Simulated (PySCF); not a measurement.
The vertical singlet excitations below were computed for one of the candidates. Level of theory: TDDFT CAM-B3LYP/def2-SVPD, vertical, gas phase, core orbitals frozen in the response in PySCF 2.14.0, density-fitted response routines. Geometries: GFN2-xTB, one conformer each.

```json
{"state": "S1", "λ (nm)": "189.7", "f": "0.191"}
{"state": "S2", "λ (nm)": "181.7", "f": "0.053"}
{"state": "S3", "λ (nm)": "173.9", "f": "0.053"}
{"state": "S4", "λ (nm)": "165.4", "f": "0.022"}
{"state": "S5", "λ (nm)": "162.4", "f": "0.0017"}
{"state": "S6", "λ (nm)": "154.2", "f": "0.032"}
{"state": "S7", "λ (nm)": "153.2", "f": "0.0016"}
{"state": "S8", "λ (nm)": "149.9", "f": "0.0046"}
```

Orbital energies (eV): HOMO-3 -11.19, HOMO-2 -10.37, HOMO-1 -9.76, HOMO -8.79, LUMO 0.75, LUMO+1 1.20, LUMO+2 1.73.

Question: Which structure fits? All have the formula C5H9FSi.
A. `CC1=C[Si@H](F)CC1`
B. `C=C/C=C(/C)[SiH2]F`
C. `CCC1=C[C@@H](F)[SiH2]1`

Answer: A. Its S1, at 6.54 eV, is the highest among the candidates; the nearest of the others has S1 at 6.23 eV. S1 is HOMO→LUMO (87%), HOMO-1→LUMO (8%). Löwdin shares by element: HOMO carbon 72% or more, silicon 6% (atoms not listed hold the other 22%); LUMO carbon 45% or more, silicon 16%, hydrogen 5% or more (atoms not listed hold the other 33%). At the same level the other candidates give, for their lowest levels:
- `C=C/C=C(/C)[SiH2]F`: 226 nm (f 0.718); 205 nm (f 0.002); 192 nm (f 0.002); 186 nm (f 0.008); 176 nm (f 0.008); T1 3.05 eV; HOMO -8.02, LUMO -0.14 eV
- `CCC1=C[C@@H](F)[SiH2]1`: 199 nm (f 0.033); 188 nm (f 0.004); 186 nm (f 0.002); 180 nm (f 0.079); 169 nm (f 0.118); T1 4.38 eV; HOMO -8.93, LUMO 0.74 eV
Triplets come from the Tamm–Dancoff approximation.
